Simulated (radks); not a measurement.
Problem. Spherical quantum dot in the effective-mass picture: electrons in a parabolic well V = omega^2 r^2 / 2 with omega = 0.201, all in effective atomic units (hartree* = m*/eps^2 hartree, bohr* = eps/m* bohr), one dielectric constant everywhere. Method: non-relativistic Kohn-Sham, PBEsol, spin-polarised, spherical densities; computed with a radial shooting solver with Libxc functionals. Levels are named by radial order and angular momentum (1s, 1p, 1d, 2s, ...), and open shells are averaged over m. Results are scaled to m* = 0.247 and eps = 8.3, for which hartree* = 97.56 meV and bohr* = 1.778 nm. At N = 5 the configuration is 1s2 1p(up 3, down 0). Does electron 6 go into 1d up or 1p down or 1d down?

Solution. Into 1p down. The total energies of the other choices lie higher by 7.69 meV (1d up), 11.7 meV (1d down).
